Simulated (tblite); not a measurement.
Species: C₇H₁₃FOSi.
Structure used (GFN2-xTB), in Å, numbered top down from 1:
```
atom  x, y, z in Å
C1     2.1124   -1.1526   -0.5637
C2     1.4844   -1.0196    0.6000
C3     1.7721   -1.9314    1.7590
C4     0.5003    0.0256    0.8931
C5    -0.5515    0.4161    0.1675
C6    -0.8821   -0.2094   -1.1614
C7    -0.5216    0.6985   -2.3336
F8    -1.4474    1.7131   -2.4730
Si9   -1.7097    1.7635    0.8350
O10   -3.0767    1.8630   -0.0295
H11    2.8427   -1.9294   -0.7206
H12    1.9547   -0.4779   -1.3865
H13    2.1542   -1.3563    2.6018
H14    2.5034   -2.6891    1.4897
H15    0.8558   -2.4245    2.0830
H16    0.6316    0.4832    1.8675
H17   -1.9554   -0.4111   -1.2106
H18   -0.3451   -1.1518   -1.2858
H19    0.4456    1.1875   -2.1863
H20   -0.5291    0.1522   -3.2822
H21   -0.9786    3.0347    0.8338
H22   -2.2197    1.3928    2.1488
H23   -3.0452    2.0501   -0.9658
```

Computed values, GFN2-xTB/tblite, gas phase, harmonic and unscaled. The method is semi-empirical: single wavenumbers can be off by several per cent or more. Modes of hydrogen on silicon can be 10 to 20 % off. One conformer, not necessarily the lowest.

Harmonic wavenumbers (cm⁻¹): 34.6, 50.1, 77.7, 105.5, 107.6, 132.5, 140.0, 173.7, 214.9, 249.9, 313.8, 362.1, 390.3, 412.9, 462.5, 487.3, 523.4, 586.0, 617.8, 682.6, 724.8, 748.6, 771.6, 840.6, 853.6, 873.1, 887.9, 901.5, 918.0, 939.7, 977.3, 1016.7, 1039.8, 1044.6, 1066.7, 1127.0, 1191.4, 1230.7, 1254.5, 1306.7, 1327.0, 1340.9, 1396.8, 1420.0, 1442.7, 1461.8, 1478.2, 1486.1, 1658.4, 1696.1, 2223.8, 2310.2, 2948.1, 2958.8, 2973.4, 2980.5, 3002.8, 3015.5, 3024.5, 3043.3, 3100.8, 3135.4, 3640.0.

A = 1655, B = 680.8, C = 514.7 MHz; mass 160.072 u (most abundant isotopes); point group C1, symmetry number 1.

Zero-point energy?

Half the sum of the wavenumbers: 39453 cm⁻¹ = 112.80 kcal/mol.

What is S at 400 K and 1 bar for an ideal gas of classical rigid rotors and harmonic oscillators?

Translation 42.61, rotation 31.57, vibration 56.93: S = 131.1 cal/(mol K).

And Cp and H(400 K) − H(0)?

Cp = 61.55 cal/(mol K), of which vibrations give 53.60 (their classical limit is 63 R = 125.2); H(400 K) − H(0) = 14.54 kcal/mol without the zero-point energy, 11.36 from vibrations.

How do the functions run with temperature in this model?

```tsv
T (K)	S (cal/(mol K))	Cp (cal/(mol K))	H − H(0) (kcal/mol)	G − H(0) (kcal/mol)	ln q(vib)
50	63.2	16.6	0.58	-2.58	0.99
100	77.2	24.2	1.61	-6.11	2.97
298.15	114.9	49.4	8.88	-25.36	10.66
373.15	126.9	58.5	12.93	-34.43	13.39
500	146.0	71.6	21.22	-51.76	17.87
750	178.7	89.6	41.55	-92.47	26.20
1000	206.2	101.3	65.51	-140.67	33.79
```

q(vib) and H(0) count from the zero-point level.

What must be added to the electronic energy to get the Gibbs energy at 400 K and 1 bar?

ZPE + [H(400 K) − H(0)] − T·S = 112.80 + 14.54 − 52.44 = 74.90 kcal/mol.

Hindered rotation and anharmonicity are outside this model. Other conformers, if any are populated, would add a mixing term that is left out. The structure is chiral; the term R ln 2 for an equal mix with its mirror image is left out.
